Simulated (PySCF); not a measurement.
**Fractional electron number in Ne²⁺ (neon, charge +2)**

The 2p beta orbital of [He] 2s2 2p4 is emptied in steps (occupation f), with all orbitals relaxed, ending at [He] 2s2 2p3. All numbers are calculated (PySCF 2.14, no relativity, point nucleus, in def2-SVP (3s2p1d, 14 functions)). The exact energy is a straight line in f; departures are measured from the line between the end points of the same method.

```csv
f,UHF (eV),LDA (eV),PBE (eV),PBE0 (eV),r2SCAN (eV),LC-wPBE (eV),BHandHLYP (eV),wB97X (eV),CAM-B3LYP (eV),r2SCAN0 (eV)
1,0.000,0.000,0.000,0.000,0.000,0.000,0.000,0.000,0.000,0.000
0.9,0.200,-1.032,-1.020,-0.718,-0.914,-0.515,-0.426,-0.487,-0.602,-0.641
0.7,0.453,-2.412,-2.377,-1.673,-2.114,-1.198,-1.000,-1.131,-1.405,-1.483
0.5,0.524,-2.873,-2.823,-1.986,-2.491,-1.414,-1.196,-1.333,-1.673,-1.747
0.3,0.427,-2.411,-2.360,-1.659,-2.068,-1.172,-1.010,-1.100,-1.403,-1.450
0.1,0.178,-1.030,-1.003,-0.704,-0.874,-0.493,-0.435,-0.456,-0.599,-0.613
0,0.000,0.000,0.000,0.000,0.000,0.000,0.000,0.000,0.000,0.000
```

Task: For CAM-B3LYP, how does the orbital energy at f = 1 compare with the removal energy?

Result: −ε = 57.440 eV against a total-energy difference of 64.119 eV. By Janak's theorem ε = ∂E/∂f, so the gap between them reflects the curvature. Along the path −ε is 58.767 (f = 0.9), 61.439 (f = 0.7), 64.125 (f = 0.5), 66.810 (f = 0.3), 69.460 (f = 0.1) eV.

| method | E(f=0) − E(f=1) (eV) | −ε at f=1 (eV) | −ε at f=0.5 (eV) |
| --- | --- | --- | --- |
| UHF | 61.863 | 64.119 | 61.788 |
| LDA | 63.776 | 52.324 | 63.778 |
| PBE | 64.046 | 52.720 | 64.095 |
| PBE0 | 63.864 | 55.882 | 63.905 |
| r2SCAN | 63.713 | 53.522 | 63.850 |
| LC-wPBE | 64.195 | 58.461 | 64.266 |
| BHandHLYP | 63.828 | 59.103 | 63.799 |
| wB97X | 63.545 | 58.126 | 63.633 |
| CAM-B3LYP | 64.119 | 57.440 | 64.125 |
| r2SCAN0 | 63.604 | 56.448 | 63.702 |

Reference removal energy between the ground levels: 63.423 eV (measured; NIST Atomic Spectra Database, ionization energies). The calculation has no spin-orbit coupling. UHF lacks correlation.
